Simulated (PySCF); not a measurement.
Ga(H)(SiH3)2 (GaH7Si2), SMILES [SiH3][GaH][SiH3]. Heavy atoms are numbered as in [GaH:1]([SiH3:3])[SiH3:7]. Hydrogens are named by the atom that carries them.

Coordinates come from a ωB97X-D3(BJ)/def2-SVP optimisation.

Calculation: PBE/def2-TZVP in PySCF.

Atomic charges (e), one atom of each kind:

```json
[
 {"atom": "Ga1 (GaH)", "IAO": "0.22", "Mulliken": "[?]", "Löwdin": "0.09"},
 {"atom": "H on Ga1", "IAO": "-0.10", "Mulliken": "[?]", "Löwdin": "-0.08"},
 {"atom": "Si3 (SiH3)", "IAO": "0.18", "Mulliken": "[?]", "Löwdin": "0.05"},
 {"atom": "H on Si3", "IAO": "-0.08", "Mulliken": "[?]", "Löwdin": "-0.01"}
]
```

**Question.** Complete the blanks. (Estimate from the structure and the level; the computed values follow.)

**Answer.** 
- Ga1 (GaH), Mulliken: 0.23
- H on Ga1, Mulliken: -0.05
- Si3 (SiH3), Mulliken: -0.05
- H on Si3, Mulliken: -0.01
